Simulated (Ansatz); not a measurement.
## One molecule, several partners

H₂O beside different partners, each pair relaxed from a docking trial to one local arrangement, named by its closest contact against the van der Waals radii; a more strongly bound one may exist. Pairs that react, share a proton or have a doubtful reference are left out. Counterpoise interaction energies from the frozen fragments; negative means bound. Gas-phase electronic energies, without zero-point energy, by CCSD(T) at an estimated basis limit (MP2 extrapolated from triple and quadruple zeta, plus CCSD(T) − MP2 in triple zeta); Ansatz 0.2.0, def2-TZVPPD and QZVPPD, frozen cores, core potentials past krypton, on PBE0-D4/def2-TZVP structures. Extrapolation: Hartree–Fock as exp(−7.88 √X), correlation as X^−2.97.

```
partner  closest contact, atom of H₂O first (Å)  Hartree–Fock limit (kcal/mol)  interaction energy (kcal/mol)
   SbH₃                             O···Sb 3.16                          -0.57                              ?
    PH₃                              H···P 2.57                          -0.88                          -2.44
     F₂                              O···F 2.57                           0.75                          -0.83
     H₂                              O···H 2.56                           0.04                          -0.50
   SiH₄                             O···Si 3.08                           0.01                          -1.59
   H₂Te                             O···Te 3.10                          -0.78                          -2.50
```

Question: What is the interaction energy with SbH₃? (An estimate is asked for; the value comes from the calculation.)

Answer: By the calculation: -2.03 kcal/mol. It counts from the two fragments frozen as in the pair.

No T1 diagnostic of these runs exceeds 0.015. The restricted Hartree–Fock reference is unstable towards an unrestricted one at one or more of these structures. The filled d shells of Sb, Te are correlated in sets not built for that, so values that involve them are less sure.

For scale, one of the runs: CCSD(T)/def2-TZVPPD, 190 basis functions, launched by `ansatz run in.yaml --threads 2 --pin off --events-out ev --progress --plain --max-ram 5222MiB`. The run took 28 s on 2 CPU threads of an Arm Neoverse V2 (shared host), with 1.9 GiB of host memory at its peak.
